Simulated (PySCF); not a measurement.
PySCF input file for C₂H₆ClNSi₂, SMILES [SiH2](C#C[SiH2]Cl)N, TDA-M06-2X/def2-SVPD. Geometry: B3LYP-D3(BJ)/def2-SVP. The structure was generated by enumeration, and PubChem lists no compound with its InChIKey, so it may never have been made. One conformer was computed; it need not be the lowest.

```python
import numpy as np
from pyscf import gto, scf, dft, tdscf

mol = gto.M(
    atom='''
    Si    1.91811475   -0.40663939    0.97656962
    Cl    2.90986639   -0.41780795   -0.85161146
    C     0.14169280   -0.08670621    0.70530982
    C    -1.05228973    0.12782986    0.52765872
    Si   -2.84821590    0.45704087    0.19376524
    N    -3.23885225    0.68841487   -1.47411898
    H     2.50371975    0.66709501    1.81698601
    H     2.10223841   -1.73415525    1.61369148
    H    -3.20507015    1.69358424    0.93765017
    H    -3.60285055   -0.72126008    0.69562328
    H    -2.91935941    1.53156933   -1.94323124
    H    -3.18944338   -0.10536448   -2.10699102
    ''',
    basis='def2-SVPD',
    charge=0,
    spin=0,
    max_memory=1600,
    verbose=4,
)
mf = dft.RKS(mol, xc='m06-2x').density_fit(auxbasis='def2-universal-jkfit')
mf.grids.level = 4
mf.conv_tol = 1e-9
mf.max_cycle = 100
mf.kernel()
mf.grids = dft.Grids(mol).set(level=2).build(with_non0tab=True)  # coarser grid for the response kernel
td = tdscf.TDA(mf)
td.singlet = True
td.nstates = 10
td.conv_tol = 1e-4
td.positive_eig_threshold = 1e-6
td.kernel(x0=td.get_init_guess(mf, 15))
td.analyze()
tt = tdscf.TDA(mf)
tt.singlet = False
tt.nstates = 4
tt.conv_tol = 1e-4
tt.positive_eig_threshold = 1e-6
tt.kernel(x0=tt.get_init_guess(mf, 9))
tt.analyze(verbose=3)
```

Log of the run:

```
PySCF version 2.14.0

[INPUT] verbose = 4
[INPUT] num. atoms = 12
[INPUT] num. electrons = 70
[INPUT] charge = 0
[INPUT] spin (= nelec alpha-beta = 2S) = 0
[INPUT] symmetry False subgroup None
[INPUT] Mole.unit = angstrom
[INPUT] Symbol           X                Y                Z      unit          X                Y                Z       unit  Magmom
[INPUT]  1 Si     1.918114750000  -0.406639390000   0.976569620000 AA    3.624711552989  -0.768437078560   1.845449123371 Bohr   0.0
[INPUT]  2 Cl     2.909866390000  -0.417807950000  -0.851611460000 AA    5.498850536177  -0.789542598166  -1.609312423941 Bohr   0.0
[INPUT]  3 C      0.141692800000  -0.086706210000   0.705309820000 AA    0.267760585823  -0.163850990199   1.332842392766 Bohr   0.0
[INPUT]  4 C     -1.052289730000   0.127829860000   0.527658720000 AA   -1.988539393393   0.241563425941   0.997130468039 Bohr   0.0
[INPUT]  5 Si    -2.848215900000   0.457040870000   0.193765240000 AA   -5.382347994632   0.863682072033   0.366163236061 Bohr   0.0
[INPUT]  6 N     -3.238852250000   0.688414870000  -1.474118980000 AA   -6.120543710431   1.300915564378  -2.785681147223 Bohr   0.0
[INPUT]  7 H      2.503719750000   0.667095010000   1.816986010000 AA    4.731344620165   1.260626867964   3.433605931066 Bohr   0.0
[INPUT]  8 H      2.102238410000  -1.734155250000   1.613691480000 AA    3.972654843441  -3.277078479977   3.049434946744 Bohr   0.0
[INPUT]  9 H     -3.205070150000   1.693584240000   0.937650170000 AA   -6.056704793519   3.200410382480   1.771902021952 Bohr   0.0
[INPUT] 10 H     -3.602850550000  -0.721260080000   0.695623280000 AA   -6.808400807239  -1.362984015782   1.314537485072 Bohr   0.0
[INPUT] 11 H     -2.919359410000   1.531569330000  -1.943231240000 AA   -5.516789744072   2.894246574484  -3.672174840299 Bohr   0.0
[INPUT] 12 H     -3.189443380000  -0.105364480000  -2.106991020000 AA   -6.027174478007  -0.199110010457  -3.981635974718 Bohr   0.0

nuclear repulsion = 357.578395898175
number of shells = 79
number of NR pGTOs = 279
number of NR cGTOs = 183
basis = def2-SVPD
ecp = {}


[settings echo left out]
init E= -1173.64735387595
  HOMO = -0.320731465628846  LUMO = -0.0805280377967783  gap/eV = 6.53627
cycle= 1 E= -1173.21817186766  delta_E= 0.429  |g|= 0.435  |ddm|= 5.76
  HOMO = -0.294228413279851  LUMO = -0.0224754728047984  gap/eV = 7.39477
cycle= 2 E= -1173.23525505689  delta_E= -0.0171  |g|= 0.382  |ddm|= 1.74
  HOMO = -0.347397810579848  LUMO = -0.0203517916423026  gap/eV = 8.89938
cycle= 3 E= -1173.27178470133  delta_E= -0.0365  |g|= 0.0632  |ddm|= 0.772
  HOMO = -0.337950447033045  LUMO = -0.0181145877275495  gap/eV = 8.70318
cycle= 4 E= -1173.27236313137  delta_E= -0.000578  |g|= 0.0419  |ddm|= 0.141
  HOMO = -0.338508140262949  LUMO = -0.0171884185016888  gap/eV = 8.74355
cycle= 5 E= -1173.27277566646  delta_E= -0.000413  |g|= 0.013  |ddm|= 0.0688
  HOMO = -0.339359112359268  LUMO = -0.0173665571374193  gap/eV = 8.76186
cycle= 6 E= -1173.27281643368  delta_E= -4.08e-05  |g|= 0.00316  |ddm|= 0.0218
  HOMO = -0.339308172756982  LUMO = -0.0175173097097026  gap/eV = 8.75638
cycle= 7 E= -1173.27281911518  delta_E= -2.68e-06  |g|= 0.000412  |ddm|= 0.00748
  HOMO = -0.339285234068233  LUMO = -0.0174412779611566  gap/eV = 8.75782
cycle= 8 E= -1173.27281917637  delta_E= -6.12e-08  |g|= 0.000101  |ddm|= 0.00142
  HOMO = -0.339295828252257  LUMO = -0.0174551667821241  gap/eV = 8.75773
cycle= 9 E= -1173.27281917997  delta_E= -3.61e-09  |g|= 3.18e-05  |ddm|= 0.000351
  HOMO = -0.339291355884405  LUMO = -0.0174524074007993  gap/eV = 8.75768
cycle= 10 E= -1173.27281918035  delta_E= -3.81e-10  |g|= 8.6e-06  |ddm|= 0.000155
  HOMO = -0.339292026488793  LUMO = -0.0174528422620774  gap/eV = 8.75769
Extra cycle  E= -1173.27281918037  delta_E= -1.09e-11  |g|= 6.28e-06  |ddm|= 3.23e-05
converged SCF energy = -1173.27281918037
tot grids = 101240
Overwritten attributes  positive_eig_threshold  of <class 'pyscf.tdscf.rks.TDA'>


******** <class 'pyscf.tdscf.rks.TDA'> for <class 'pyscf.df.df_jk.DFRKS'> ********
nstates = 10 singlet
deg_eia_thresh = 1.000e-03
wfnsym = None
conv_tol = 0.0001
eigh lindep = 1e-12
eigh level_shift = 0
eigh max_cycle = 100


Excitation energies (eV)
[5.00767474 5.85057087 5.91806466 6.36154623 7.03480241 7.07112751
 7.21738761 7.40007193 7.67419967 7.85420086]

** Singlet excitation energies and oscillator strengths **
Excited State   1:      5.00767 eV    247.59 nm  f=0.0000
      33 -> 37       -0.26943
      34 -> 36       -0.55730
      35 -> 37        0.21454
Excited State   2:      5.85057 eV    211.92 nm  f=0.0216
      33 -> 36       -0.30198
      34 -> 37       -0.41766
      35 -> 36        0.44623
Excited State   3:      5.91806 eV    209.50 nm  f=0.0000
      33 -> 37        0.41668
      34 -> 36       -0.35749
      35 -> 37       -0.41886
Excited State   4:      6.36155 eV    194.90 nm  f=0.0747
      33 -> 36       -0.42254
      34 -> 37       -0.17866
      35 -> 36       -0.43063
      35 -> 38        0.15816
      35 -> 39       -0.17901
Excited State   5:      7.03480 eV    176.24 nm  f=0.0012
      32 -> 36        0.34449
      33 -> 37       -0.36385
      35 -> 37       -0.42681
Excited State   6:      7.07113 eV    175.34 nm  f=0.0016
      32 -> 36       -0.52737
      32 -> 39        0.14391
      33 -> 37       -0.28266
      34 -> 39        0.10393
      35 -> 37       -0.25311
Excited State   7:      7.21739 eV    171.79 nm  f=0.0023
      31 -> 36       -0.51184
      31 -> 39        0.12514
      35 -> 38       -0.33597
      35 -> 39        0.19323
Excited State   8:      7.40007 eV    167.54 nm  f=0.0147
      31 -> 36        0.38753
      31 -> 39       -0.12666
      33 -> 36       -0.19059
      35 -> 36       -0.11410
      35 -> 38       -0.43452
      35 -> 39        0.12710
      35 -> 42        0.14162
Excited State   9:      7.67420 eV    161.56 nm  f=0.0000
      34 -> 38       -0.65627
      34 -> 39       -0.11649
Excited State  10:      7.85420 eV    157.86 nm  f=0.4619
      32 -> 37       -0.10403
      33 -> 36        0.19941
      33 -> 38       -0.36256
      33 -> 39       -0.10607
      34 -> 37       -0.28123
      35 -> 36       -0.18769
      35 -> 38        0.16718
      35 -> 39        0.30547

** Transition electric dipole moments (AU) **
state          X           Y           Z        Dip. S.      Osc.
  1         0.0015      0.0075      0.0019      0.0001      0.0000
  2        -0.3737      0.0724     -0.0741      0.1504      0.0216
  3         0.0024      0.0162      0.0057      0.0003      0.0000
  4         0.6436     -0.1273      0.2204      0.4790      0.0747
  5        -0.0112     -0.0813     -0.0088      0.0068      0.0012
  6         0.0161      0.0946      0.0065      0.0093      0.0016
  7         0.0699     -0.0191      0.0892      0.0132      0.0023
  8        -0.2593      0.0515     -0.1051      0.0809      0.0147
  9        -0.0091     -0.0104     -0.0019      0.0002      0.0000
 10         1.4396     -0.2826      0.4983      2.4007      0.4619

** Transition velocity dipole moments (imaginary part, AU) **
state          X           Y           Z        Dip. S.      Osc.
  1         0.0004      0.0016      0.0003      0.0000      0.0000
  2        -0.0737      0.0134     -0.0059      0.0056      0.0175
  3         0.0009      0.0045      0.0013      0.0000      0.0001
  4         0.1416     -0.0250      0.0166      0.0209      0.0597
  5        -0.0041     -0.0278     -0.0027      0.0008      0.0021
  6         0.0101      0.0604      0.0049      0.0038      0.0097
  7         0.0199     -0.0054      0.0281      0.0012      0.0031
  8        -0.0892      0.0210     -0.0697      0.0133      0.0325
  9        -0.0028     -0.0077     -0.0006      0.0001      0.0002
 10         0.2922     -0.0571      0.0953      0.0977      0.2257

** Transition magnetic dipole moments (imaginary part, AU) **
state          X           Y           Z
  1        -0.0197      0.0106     -0.0813
  2         0.0173      0.0750      0.0067
  3        -0.1009      0.0093      0.0987
  4         0.0960      0.5654      0.0591
  5         0.2367     -0.0940      0.5892
  6        -0.8934      0.1989     -0.5510
  7         0.0297      0.2063      0.0154
  8        -0.1120     -0.6521     -0.0570
  9        -0.5054      0.1016     -0.0341
 10        -0.2264     -1.4811     -0.1281


******** <class 'pyscf.tdscf.rks.TDA'> for <class 'pyscf.df.df_jk.DFRKS'> ********
nstates = 4 triplet
deg_eia_thresh = 1.000e-03
wfnsym = None
conv_tol = 0.0001
eigh lindep = 1e-12
eigh level_shift = 0
eigh max_cycle = 100


Excitation energies (eV)
[4.61991522 4.96135853 5.40704278 5.51150518]

** Triplet excitation energies and oscillator strengths **
Excited State   1:      4.61992 eV    268.37 nm  f=0.0000
Excited State   2:      4.96136 eV    249.90 nm  f=0.0000
Excited State   3:      5.40704 eV    229.30 nm  f=0.0000
Excited State   4:      5.51151 eV    224.96 nm  f=0.0000
```

The calculation finished and met its thresholds.

Cost: about 16 core-minutes (a rough figure).
